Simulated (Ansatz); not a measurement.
**Energy profile**

The step: AlClF₂ ([F][Al]([F])[Cl]) + H₂ → AlHF₂ ([F][AlH][F]) + HCl (still joined by a long Al–Cl bond); bonds formed: Al1–H6, Cl2–H5; bonds broken: H5–H6; bonds weakened to dative contacts: Al1–Cl2 (atoms numbered as in the saddle structure below).

```tsv
atom	x (Å)	y (Å)	z (Å)
Al1	-0.1198	-0.5507	-0.1968
Cl2	0.5632	1.7204	-0.4174
F3	1.1749	-1.5029	-0.5159
F4	-1.5278	-0.7337	-1.0142
H5	0.1647	1.0948	0.7923
H6	-0.2553	-0.0278	1.3520
```

Electronic energies by CCSD(T) at an estimated basis limit (MP2 extrapolated from triple and quadruple zeta, plus CCSD(T) − MP2 in triple zeta), on PBE0-D4/def2-TZVP structures; AlH₂ClF₂, singlet; no counterpoise correction. Computed with Ansatz 0.2.0 (basis: def2-TZVPP and def2-QZVPP); correlated methods freeze the cores. Extrapolation: Hartree–Fock as exp(−7.88 √X), correlation as X^−2.97.

(1) Give the profile in eV, counted from the separated reactants. (Judge from chemistry; the value comes from the calculation.)

The T1 diagnostic stays at or below 0.013. The start structure is not quite a true minimum (one mode of 39i cm⁻¹).

Answers

(1) By the calculation:
```
                                                                                           point      eV
separated: AlClF₂ (linked as [F][Al]([F])[Cl]; Al1, Cl2, F3, F4; singlet) + H₂ (H5, H6; singlet)   0.000
                                                                                 start structure  -0.171
                                                                                          saddle   1.430
                                                                                   end structure   0.971
     separated: AlHF₂ (linked as [F][AlH][F]; Al1, F3, F4, H6; singlet) + HCl (Cl2, H5; singlet)   1.353
```

For scale, one of the runs: CCSD(T)/def2-TZVPP, 174 basis functions, launched by `ansatz run in.yaml --threads 2 --pin off --events-out ev --progress --plain --max-ram 4352MiB`. The run took 44 s on 2 CPU threads of an Intel Xeon Platinum 8488C (shared host), with 1.5 GiB of host memory at its peak.
